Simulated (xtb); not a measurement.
xtb input file for CCl₂F, SMILES F[C](Cl)Cl, multiplicity 2, GFN2-xTB. 

```
$ xtb mol.xyz --gfn 2 --sp --chrg 0 --uhf 1 --json
$ cat mol.xyz
4

F     -0.07779035    -1.60875615     0.00000000
C      0.30384428    -0.32064830    -0.00000000
Cl    -0.03302801     0.48243221     1.46478907
Cl    -0.03302801     0.48243221    -1.46478907
```

Output:

```
[banner left out]
          |                Calculation Setup                |
           -------------------------------------------------



           -------------------------------------------------
          |                 G F N 2 - x T B                 |
           -------------------------------------------------

        Reference                      10.1021/acs.jctc.8b01176
      * Hamiltonian:
        H0-scaling (s, p, d)           1.850000    2.230000    2.230000
        zeta-weighting                 0.500000
      * Dispersion:
        s8                             2.700000
        a1                             0.520000
        a2                             5.000000
        s9                             5.000000
      * Repulsion:
        kExp                           1.500000    1.000000
        rExp                           1.000000
      * Coulomb:
        alpha                          2.000000
        third order                    shell-resolved
        anisotropic                    true
        a3                             3.000000
        a5                             4.000000
        cn-shift                       1.200000
        cn-exp                         4.000000
        max-rad                        5.000000


          ...................................................
          :                      SETUP                      :
          :.................................................:
          :  # basis functions                  28          :
          :  # atomic orbitals                  26          :
          :  # shells                           10          :
          :  # electrons                        25          :
          :  max. iterations                   250          :
          :  Hamiltonian                  GFN2-xTB          :
          :  restarted?                      false          :
          :  GBSA solvation                  false          :
          :  PC potential                    false          :
          :  electronic temp.          300.0000000     K    :
          :  accuracy                    1.0000000          :
          :  -> integral cutoff          0.2500000E+02      :
          :  -> integral neglect         0.1000000E-07      :
          :  -> SCF convergence          0.1000000E-05 Eh   :
          :  -> wf. convergence          0.1000000E-03 e    :
          :  Broyden damping             0.4000000          :
          :  net charge                          0          :
          :  unpaired electrons                  1          :
          ...................................................

 iter      E             dE          RMSdq      gap      omega  full diag
   1    -15.9026486 -0.159026E+02  0.421E+00    4.25       0.0  T
   2    -15.9146666 -0.120180E-01  0.269E+00    4.60       1.0  T
   3    -15.9169504 -0.228377E-02  0.140E+00    4.45       1.0  T
   4    -15.9182289 -0.127857E-02  0.143E-01    4.53       1.0  T
   5    -15.9182372 -0.829843E-05  0.926E-02    4.53       1.0  T
   6    -15.9182459 -0.863695E-05  0.487E-02    4.54       1.0  T
   7    -15.9182468 -0.971711E-06  0.351E-02    4.55       1.4  T
   8    -15.9182491 -0.225062E-05  0.258E-03    4.55      19.4  T
   9    -15.9182491  0.179326E-08  0.200E-03    4.55      25.0  T
  10    -15.9182491 -0.683213E-08  0.619E-04    4.55      80.8  T
  11    -15.9182491 -0.281885E-09  0.100E-04    4.55     498.1  T

   *** convergence criteria satisfied after 11 iterations ***

         #    Occupation            Energy/Eh            Energy/eV
      -------------------------------------------------------------
         1        2.0000           -1.0986385             -29.8955
       ...           ...                  ...                  ...
         7        2.0000           -0.5785069             -15.7420
         8        2.0000           -0.5204217             -14.1614
         9        2.0000           -0.5047091             -13.7338
        10        2.0000           -0.4776220             -12.9968
        11        2.0000           -0.4740233             -12.8988
        12        2.0000           -0.4663132             -12.6890
        13        1.0000           -0.3736762             -10.1682 (HOMO)
        14                         -0.2065884              -5.6216 (LUMO)
        15                         -0.1410739              -3.8388
        16                         -0.0552462              -1.5033
        17                         -0.0312909              -0.8515
        18                         -0.0299390              -0.8147
       ...                                ...                  ...
        26                          0.1855409               5.0488
      -------------------------------------------------------------
                  HL-Gap            0.1670878 Eh            4.5467 eV
             Fermi-level           -0.3550635 Eh           -9.6618 eV

 SCC (total)                   0 d,  0 h,  0 min,  0.007 sec
 SCC setup                      ...        0 min,  0.000 sec (  2.592%)
 Dispersion                     ...        0 min,  0.000 sec (  0.587%)
 classical contributions        ...        0 min,  0.000 sec (  0.391%)
 integral evaluation            ...        0 min,  0.001 sec ( 17.622%)
 iterations                     ...        0 min,  0.003 sec ( 50.467%)
 molecular gradient             ...        0 min,  0.002 sec ( 25.438%)
 printout                       ...        0 min,  0.000 sec (  2.614%)

         :::::::::::::::::::::::::::::::::::::::::::::::::::::
         ::                     SUMMARY                     ::
         :::::::::::::::::::::::::::::::::::::::::::::::::::::
         :: total energy             -15.894151005439 Eh    ::
         :: gradient norm              0.000084432776 Eh/a0 ::
         :: HOMO-LUMO gap              4.546691087633 eV    ::
         ::.................................................::
         :: SCC energy               -15.918248970419 Eh    ::
         :: -> isotropic ES            0.011112741327 Eh    ::
         :: -> anisotropic ES          0.001108331544 Eh    ::
         :: -> anisotropic XC         -0.003763504181 Eh    ::
         :: -> dispersion             -0.002426464996 Eh    ::
         :: repulsion energy           0.024097964979 Eh    ::
         :: add. restraining           0.000000000000 Eh    ::
         :: total charge               0.000000000000 e     ::
         :::::::::::::::::::::::::::::::::::::::::::::::::::::

           -------------------------------------------------
          |                Property Printout                |
           -------------------------------------------------

    * Orbital Energies and Occupations

         #    Occupation            Energy/Eh            Energy/eV
      -------------------------------------------------------------
         1        2.0000           -1.0986385             -29.8955
         2        2.0000           -1.0963188             -29.8324
         3        2.0000           -0.8697928             -23.6683
         4        2.0000           -0.6494839             -17.6734
         5        2.0000           -0.5918967             -16.1063
         6        2.0000           -0.5901303             -16.0583
         7        2.0000           -0.5785069             -15.7420
         8        2.0000           -0.5204217             -14.1614
         9        2.0000           -0.5047091             -13.7338
        10        2.0000           -0.4776220             -12.9968
        11        2.0000           -0.4740233             -12.8988
        12        2.0000           -0.4663132             -12.6890
        13        1.0000           -0.3736762             -10.1682 (HOMO)
Note: The following floating-point exceptions are signalling: IEEE_UNDERFLOW_FLAG IEEE_DENORMAL
normal termination of xtb
        14                         -0.2065884              -5.6216 (LUMO)
        15                         -0.1410739              -3.8388
        16                         -0.0552462              -1.5033
        17                         -0.0312909              -0.8515
        18                         -0.0299390              -0.8147
        19                         -0.0296128              -0.8058
        20                         -0.0294271              -0.8008
        21                         -0.0292212              -0.7951
        22                         -0.0288592              -0.7853
        23                         -0.0118803              -0.3233
        24                          0.1137988               3.0966
       ...                                ...                  ...
        26                          0.1855409               5.0488
      -------------------------------------------------------------
                  HL-Gap            0.1670878 Eh            4.5467 eV
             Fermi-level           -0.3550635 Eh           -9.6618 eV

     #   Z          covCN         q      C6AA      α(0)
     1   9 F        0.839    -0.154    10.768     3.877
     2   6 C        2.567     0.222    23.376     7.904
     3  17 Cl       1.039    -0.034   100.241    15.317
     4  17 Cl       1.039    -0.034   100.241    15.317

 Mol. C6AA /au·bohr⁶  :        786.142034
 Mol. C8AA /au·bohr⁸  :      28383.954827
 Mol. α(0) /au        :         42.415522


Wiberg/Mayer (AO) data.
largest (>0.10) Wiberg bond orders for each atom

 ---------------------------------------------------------------------------
     #   Z sym  total        # sym  WBO       # sym  WBO       # sym  WBO
 ---------------------------------------------------------------------------
     1   9 F    1.188 --     2 C    1.054
     2   6 C    3.338 --     4 Cl   1.142     3 Cl   1.142     1 F    1.054
     3  17 Cl   1.304 --     2 C    1.142
     4  17 Cl   1.304 --     2 C    1.142
 ---------------------------------------------------------------------------

Topologies differ in total number of bonds
Writing topology from bond orders to xtbtopo.mol

molecular dipole:
                 x           y           z       tot (Debye)
 q only:        0.154       0.272       0.000
   full:       -0.029       0.403       0.000       1.027
molecular quadrupole (traceless):
                xx          xy          yy          xz          yz          zz
 q only:        1.028      -0.213      -1.174      -0.000       0.000       0.147
  q+dip:        1.304      -0.380      -2.385      -0.000       0.000       1.081
   full:        0.994      -0.510      -2.495      -0.000       0.000       1.501


           -------------------------------------------------
          | TOTAL ENERGY              -15.894151005439 Eh   |
          | GRADIENT NORM               0.000084432776 Eh/α |
          | HOMO-LUMO GAP               4.546691087633 eV   |
           -------------------------------------------------

------------------------------------------------------------------------
------------------------------------------------------------------------
 total:
 SCF:
```

The calculation finished and met its thresholds.

Cost: roughly 0.07 core-seconds.
